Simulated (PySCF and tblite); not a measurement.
Values are calculated unless marked as measured or tabulated.
2 regioisomers of C8H7Br:

```tsv
isomer	SMILES
A	[Br:1][c:2]1[cH:3][cH:4][c:5]2[c:6]([cH:7]1)[CH2:8][CH2:9]2
B	[Br:1][c:2]1[cH:3][cH:4][cH:5][c:6]2[c:7]1[CH2:8][CH2:9]2
```

Protocol: conformer search, at most 4 conformers an isomer, GFN2-xTB geometries, energies PBE0/pcSseg-1 (D3(BJ) added where defined), weights at 298.15 K with GFN2-xTB thermal terms. Programs: PySCF with density fitting and tblite.

Problem. Rank the isomers by free energy at 298.15 K.

Solution. 
| isomer | ΔG (kcal/mol) | ΔE, lowest conformer | conformers | largest weight % | rms dipole (D) |
| --- | --- | --- | --- | --- | --- |
| B | 0.0 | 0.0 | 1 | 100 | 1.95 |
| A | 1.2 | 1.1 | 1 | 100 | 2.44 |
